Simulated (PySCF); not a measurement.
Input of a response calculation (the driver script's job line, then coordinates in Å):

```
{"job": {"kind": "uv", "xc": "wB97X-D", "basis": "def2-SVPD", "nstates": 8, "ntriplets": 3}, "charge": 0, "multiplicity": 1}
C     -0.091523    -0.383294     1.916879
C     -0.014614    -0.144788     0.619283
Ge     1.349637    -0.951746    -0.559862
P      3.203353     0.328413    -1.014146
C     -0.952011     0.781700    -0.086924
C     -2.253942     0.092949    -0.460080
F     -0.315635     1.183704    -1.265248
H      0.587412    -1.073269     2.391619
H     -0.829272     0.083556     2.553588
H      1.788366    -2.219271     0.144288
H      0.678246    -1.405074    -1.831431
H      2.452321     1.381058    -1.509741
H      3.224696     0.865674     0.267105
H     -1.136895     1.704332     0.477753
H     -2.035212    -0.806316    -1.032361
H     -2.869951     0.755869    -1.062820
H     -2.791974    -0.181466     0.442187
```

Method: PySCF 2.14.0, density-fitted response routines, TDDFT wB97X-D/def2-SVPD, vertical, gas phase, core orbitals frozen in the response. Job line and output are in the format of a driver script around the code.

Q: What does the script print for it?

A: 
```
coarse grid: 64568 points
cycle   1  E = -2675.9852370663  dE =  5.947e-02  |g| = 6.167e-01  |ddm| = 5.636e+00
cycle   2  E = -2675.9931920934  dE = -7.955e-03  |g| = 6.604e-01  |ddm| = 1.732e+00
cycle   3  E = -2676.0549111016  dE = -6.172e-02  |g| = 6.093e-02  |ddm| = 8.672e-01
cycle   4  E = -2676.0556004425  dE = -6.893e-04  |g| = 3.283e-02  |ddm| = 1.676e-01
cycle   5  E = -2676.0558097525  dE = -2.093e-04  |g| = 6.269e-03  |ddm| = 5.765e-02
cycle   6  E = -2676.0558187671  dE = -9.015e-06  |g| = 1.785e-03  |ddm| = 2.199e-02
final grid: 135120 points
cycle   7  E = -2676.0555038383  dE = -2.403e-06  |g| = 1.764e-03  |ddm| = 2.139e-02
cycle   8  E = -2676.0555040116  dE = -1.733e-07  |g| = 1.642e-03  |ddm| = 6.173e-03
cycle   9  E = -2676.0555044924  dE = -4.807e-07  |g| = 1.772e-04  |ddm| = 2.750e-03
cycle  10  E = -2676.0555045011  dE = -8.699e-09  |g| = 6.923e-05  |ddm| = 4.487e-04
cycle  11  E = -2676.0555045033  dE = -2.276e-09  |g| = 1.602e-05  |ddm| = 3.362e-04
cycle  12  E = -2676.0555045034  dE = -9.459e-11  |g| = 6.230e-06  |ddm| = 5.923e-05
converged SCF energy = -2676.0555045034

Static polarisability (au): isotropic 107.087, principal 92.455 101.858 126.949

Singlet excitations
state   eV       nm        f      main configurations
  1   6.2299    199.0   0.16604   H->L 0.67, H-1->L 0.13, H-2->L 0.09
  2   6.7017    185.0   0.27983   H-1->L 0.55, H->L 0.22
  3   6.8047    182.2   0.02082   H->L+3 0.41, H->L+4 0.24, H->L+2 0.12
  4   6.9108    179.4   0.03497   H->L+1 0.65, H->L+4 0.14
  5   7.2120    171.9   0.12400   H->L+3 0.29, H->L+4 0.15, H->L+2 0.12
  6   7.4695    166.0   0.03201   H-1->L+1 0.35, H->L+4 0.18, H->L+2 0.16
  7   7.5584    164.0   0.02576   H-1->L+1 0.26, H->L+5 0.21, H->L+2 0.20
  8   7.7838    159.3   0.04938   H-2->L 0.58, H-1->L+2 0.10

Triplet excitations (Tamm-Dancoff, eV): 4.3444 5.4623 6.0469
```

Geometry: GFN2-xTB, one conformer, isolated molecule. The wB97X-D/def2-SVPD calculation is non-relativistic and has no spin–orbit coupling, an omission that weighs most on germanium.

The SCF starts on a coarse grid; the energy jumps when the final grid takes over, and dE counts afresh there. H and L stand for HOMO and LUMO.

The values belong to the conformer `[CH2:1]=[C:2]([GeH2:3][PH2:4])[C@H:5]([CH3:6])[F:7]`: C1–C2–Ge3–P4 -97°, C1–C2–C5–C6 -83°, H–P4–Ge3–C2 -56°, H–P4–Ge3–C2 37°.

Note: wB97X-D ran without an empirical dispersion term, which enters the total energy and its gradient alone.
